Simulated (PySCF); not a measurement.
**`N#CC([SiH3])=C=C[SiH3]`, C4H7NSi2**

Geometry (Å), atoms numbered from 1 in this order:
```xyz
14

N     1.167    3.161    1.109
C     0.990    2.076    0.736
C     0.845    0.722    0.310
Si    2.239   -0.510    0.677
C    -0.241    0.316   -0.325
C    -1.313   -0.133   -0.912
Si   -2.764   -0.818    0.072
H     2.411   -0.635    2.153
H     3.507   -0.018    0.067
H     1.838   -1.816    0.082
H    -1.366   -0.099   -2.009
H    -3.005   -2.236   -0.329
H    -2.431   -0.742    1.522
H    -3.989   -0.020   -0.227
```

Method used: quadratic response CAM-B3LYP/aug-cc-pVDZ first hyperpolarisability, Taylor convention, gas phase in PySCF 2.14.0. Geometry: PBE0-D3(BJ)/def2-SVP.

(1) Give the tensor of the second harmonic β(−2ω;ω,ω) at 1064 nm in the axes of these coordinates.

Answers

(1) In au, Taylor convention; rows are the first index (the induced dipole):
```
      xx     yy     zz     xy     xz     yz
x  +78.2   -7.7  +29.9  +83.1  +19.1   +6.1
y  +82.2  +23.2  +38.1   -5.6   +6.3  -18.6
z  +20.1  -19.2   +2.8   +7.2  +27.8  +36.4
```
Norm of βᵢ = ⅓ Σⱼ (βᵢⱼⱼ + βⱼᵢⱼ + βⱼⱼᵢ): 174.8 au, hyper-Rayleigh value 76.1 au.
